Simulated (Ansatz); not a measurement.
```xyz
18

C    -3.1277   -0.0333   -1.0250
C    -1.9275   -0.7078   -0.3833
C    -0.7413    0.2205   -0.3261
O     0.3410   -0.4862    0.2872
C     1.4657    0.2071    0.4114
O     1.6404    1.3435    0.0616
O     2.3715   -0.5747    0.9923
C     3.6390    0.0393    1.1924
H    -3.9829   -0.7101   -1.0631
H    -2.9078    0.2808   -2.0489
H    -3.4325    0.8547   -0.4648
H    -1.6502   -1.6051   -0.9444
H    -2.1724   -1.0348    0.6316
H    -0.4357    0.5456   -1.3247
H    -0.9599    1.1180    0.2596
H     3.5462    0.9152    1.8358
H     4.2593   -0.7168    1.6685
H     4.0749    0.3440    0.2400
```

The species carries charge 0 and has multiplicity 1.

(1) List the PBE0/def2-TZVPP orbital energies in eV (the Gaussian-basis code of Ansatz). (Best estimate.)

Results:

(1) The calculation gave: Occupied: -524.01, -523.96, -522.14, -282.63, -279.70, -279.63, -278.28, -278.07, -32.11, -29.72, -28.59, -22.57, -20.85, -19.33, -17.01, -16.30, -15.42, -14.57, -13.86, -13.53, -12.54, -12.44, -12.26, -11.08, -11.01, -10.62, -10.36, -9.74, -9.69, -8.88, -8.67, -8.34. Lowest empty: 1.16, 1.29, 1.54, 2.05, 2.50, 2.55, 2.71, 3.22.
